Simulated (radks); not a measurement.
Al2+, 11 electrons, occupied as [Ne] 3s1 (the NIST ground configuration).

Calculated with a radial shooting solver on a logarithmic mesh with Libxc functionals: non-relativistic Kohn-Sham, SOGGA, spin-polarised, spherical densities, point nucleus; open shells are filled with parallel spins first.

Energy parts (eV):
total: -6551.446
kinetic: 6541.796
electron-nucleus: -15446.680
Hartree: 2826.193
exchange-correlation: -472.755

Orbitals (lengths in bohr, moments of r in powers of bohr; r(max) is where P^2 peaks):
[
 {"orbital": "1s up", "occ.": "1", "eigenvalue (eV)": "-1525.188", "r(max)": "0.07880", "<r^4>": "0.0009956"},
 {"orbital": "1s down", "occ.": "1", "eigenvalue (eV)": "-1525.056", "r(max)": "0.07880", "<r^4>": "0.0009956"},
 {"orbital": "2s up", "occ.": "1", "eigenvalue (eV)": "-127.8754", "r(max)": "0.4985", "<r^4>": "0.4185"},
 {"orbital": "2s down", "occ.": "1", "eigenvalue (eV)": "-127.6487", "r(max)": "0.4985", "<r^4>": "0.4137"},
 {"orbital": "2p up", "occ.": "3", "eigenvalue (eV)": "-90.0414", "r(max)": "0.4287", "<r^4>": "0.4838"},
 {"orbital": "2p down", "occ.": "3", "eigenvalue (eV)": "-89.8018", "r(max)": "0.4287", "<r^4>": "0.4722"},
 {"orbital": "3s up", "occ.": "1", "eigenvalue (eV)": "-24.2953", "r(max)": "1.923", "<r^4>": "48.01"}
]

The highest occupied level is 3s up at -24.295 eV. Summed over all electrons, <r^2> = 9.265 bohr^2, which gives a Langevin (diamagnetic) susceptibility term of -7.34 x 10^-6 cm^3/mol. The electron density at the nucleus is 1399 e/bohr^3. Spin moment in Bohr magnetons: 1. Virial ratio -V/T = 2.00148. The density falls to 0.001 e/bohr^3 at r = 3.37 bohr. The spin density at the nucleus is 4.155 e/bohr^3 (1s 0.066, 2s -0.060, 3s 4.149), a Fermi contact field of 218 T.
